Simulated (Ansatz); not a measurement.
CH$_{7}$NSi$_{2}$, SMILES `NC1[SiH2][SiH2]1`, one more setting.

```yaml
crystal:
  periodic: [false, false, false]
  atoms:
    - {symbol: N, position_ang: [-1.497574, 0.816090, -0.461525]}
    - {symbol: C, position_ang: [-0.064566, 0.732735, -0.243073]}
    - {symbol: Si, position_ang: [0.358599, -0.815339, 1.123628]}
    - {symbol: Si, position_ang: [0.747533, -1.062319, -0.779726]}
    - {symbol: H, position_ang: [-1.492943, 1.105389, -1.118009]}
    - {symbol: H, position_ang: [-1.790190, 1.451058, 0.244664]}
    - {symbol: H, position_ang: [0.963996, 1.425303, -0.299379]}
    - {symbol: H, position_ang: [1.413703, -0.381939, 2.109454]}
    - {symbol: H, position_ang: [-0.486907, -1.303680, 2.122331]}
    - {symbol: H, position_ang: [-0.298722, -1.868793, -1.555968]}
    - {symbol: H, position_ang: [2.034096, -1.076305, -1.585981]}
basis:
  gaussian: {orbitals: x2c-TZVPPall}
magnetization: {spin_polarized: true, initial_magnetization: 2}
hamiltonian: {xc: {name: HSE06}}
output: {forces: true}
```

```sh
$ ansatz run in.yaml --threads 2 --pin off --events-out ev --progress --plain --max-ram 4352MiB
```

It prints (some lines left out):

```
Functional definition: HSE06
1352 factors; their error is unknown
121 factors; integrals over basis functions are off by at most 4.5e-7 eV
mean field evaluation 1: about -18401.1097 eV, gradient 4.6e1 eV
mean field evaluation 2: about -18377.3384 eV, gradient 7.6e1 eV
mean field evaluation 4: about -18409.4198 eV, gradient 8.7e0 eV
mean field evaluation 8: about -18409.8922 eV, gradient 2.9e-1 eV
mean field evaluation 16: about -18409.9253 eV, gradient 2.2e-2 eV
mean field evaluation 32: about -18409.9254 eV, gradient 2.3e-5 eV
mean field -18409.92536916 eV, -676.5522786210 hartree, gradient 1.7e-5 eV, S^2 2.010704; 6 other end points of the search recorded, 0 dependent functions left out
reference -18409.92541374 eV, -676.5522802593 hartree; 25, 23 occupied and 219, 221 virtual orbitals, 1352 factors
Total energy: -18409.92541374 eV, -676.5522802593 hartree
Relativity: scalar
Atom 0 at    -1.497574     0.816090    -0.461525 Å, force     3.282651   -14.102033    33.862422 eV/Å
Atom 1 at    -0.064566     0.732735    -0.243073 Å, force     3.897306    -0.853087    -0.953212 eV/Å
Atom 2 at     0.358599    -0.815339     1.123628 Å, force     0.263706    -0.117189     4.433349 eV/Å
Atom 3 at     0.747533    -1.062319    -0.779726 Å, force    -0.120926    -1.472031    -4.312102 eV/Å
Atom 4 at    -1.492943     1.105389    -1.118009 Å, force    -1.470435    15.281527   -34.331403 eV/Å
Atom 5 at    -1.790190     1.451058     0.244664 Å, force    -1.057754     0.803845     0.381473 eV/Å
Atom 6 at     0.963996     1.425303    -0.299379 Å, force    -3.576218    -0.130751    -0.064708 eV/Å
Atom 7 at     1.413703    -0.381939     2.109454 Å, force     0.070519     1.006601    -0.371528 eV/Å
Atom 8 at    -0.486907    -1.303680     2.122331 Å, force    -1.653904    -1.310545     1.720244 eV/Å
Atom 9 at    -0.298722    -1.868793    -1.555968 Å, force     0.485425     0.423809    -0.144308 eV/Å
Atom 10 at     2.034096    -1.076305    -1.585981 Å, force    -0.120369     0.469852    -0.220228 eV/Å
Dipole moment:    -0.101950     0.560518    -0.192531 e Å
```

Hardware: 2 threads of an Arm Neoverse V1 on a shared host. Wall time 41 s, peak host memory 0.92 GiB.
